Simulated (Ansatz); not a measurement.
One change: `BCI` becomes `BC[SiH3]`.

Ansatz, PBE0-D4/def2-TZVP geometries, multiplicity 1.  `BCI` holds a close contact that its SMILES doesn't draw: I···B 2.50 Å.

Elements past krypton have def2 core potentials.  Spin–orbit coupling is left out; it splits and shifts lone-pair levels of the heavy atoms by tenths of an eV.

```csv
property,`BCI`
size of the dipole moment (B3LYP/def2-TZVPP) / D,1.43
LUMO energy (PBE/def2-TZVPP) / eV,-2.42
HOMO–LUMO gap (ωB97M-V/def2-TZVPP) / eV,10.36
size of the dipole moment (PBE/def2-TZVPP) / D,1.49
HOMO–LUMO gap (B3LYP/def2-TZVPP) / eV,5.80
LUMO energy (PBE0/def2-TZVPP) / eV,-1.49
```

Question: What does the change do to each property? (An estimate is asked.)

Answer: Ansatz gave: 
| property | `BC[SiH3]` | shift |
| --- | --- | --- |
| size of the dipole moment (B3LYP/def2-TZVPP) / D | 0.93 | -0.50 |
| LUMO energy (PBE/def2-TZVPP) / eV | -2.35 | 0.07 |
| HOMO–LUMO gap (ωB97M-V/def2-TZVPP) / eV | 11.81 | 1.45 |
| size of the dipole moment (PBE/def2-TZVPP) / D | 1.02 | -0.47 |
| HOMO–LUMO gap (B3LYP/def2-TZVPP) / eV | 7.24 | 1.44 |
| LUMO energy (PBE0/def2-TZVPP) / eV | -1.37 | 0.12 |

With PBE0 the HOMO falls by 1.26 eV and the LUMO rises by 0.12 eV, so the gap widens by about 1.38 eV. PBE moves the HOMO by -1.01 eV and ωB97M-V by -1.33 eV. The zero-point energy changes by 62.5 kJ/mol with +9 modes. Dipoles are sizes alone; their direction can turn.

B3LYP here is the variant with VWN-RPA as its local correlation; programs differ in this.
